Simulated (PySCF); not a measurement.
SMILES CC(CC(OC)=O)C (C6H12O2) (GFN2-xTB optimised geometry):

```
20

C      1.837     2.201    -0.007
O      1.206     0.928     0.000
C     -0.134     0.928     0.000
O     -0.795     1.932     0.000
C     -0.678    -0.480    -0.015
C     -1.809    -0.653     1.006
C     -2.485    -2.008     0.822
C     -1.265    -0.512     2.425
H      1.657     2.717     0.938
H      1.445     2.814    -0.821
H      2.899     2.015    -0.143
H      0.137    -1.178     0.179
H     -1.065    -0.667    -1.020
H     -2.542     0.141     0.831
H     -3.293    -2.128     1.539
H     -1.769    -2.814     0.975
H     -2.899    -2.102    -0.179
H     -0.511    -1.272     2.623
H     -2.066    -0.624     3.152
H     -0.813     0.468     2.565
```

Computed with PBE0/def2-SVP (PySCF).

Q: What are the frontier orbital energies and the dipole moment?

A: HOMO-2 -9.21 eV, HOMO-1 -8.62 eV, HOMO -7.78 eV, LUMO 0.54 eV, LUMO+1 1.81 eV; dipole moment 1.53 D.

Meta-Löwdin charges at PBE0/def2-SVP: C1 -0.09, O2 -0.34, C3 0.50, O4 -0.45, C5 -0.22, C6 -0.03, C7 -0.30, C8 -0.30, H9 0.11, H10 0.11, H11 0.12, H12 0.11, H13 0.12, H14 0.10, H15 0.10, H16 0.09, H17 0.10, H18 0.09, H19 0.10, H20 0.10.
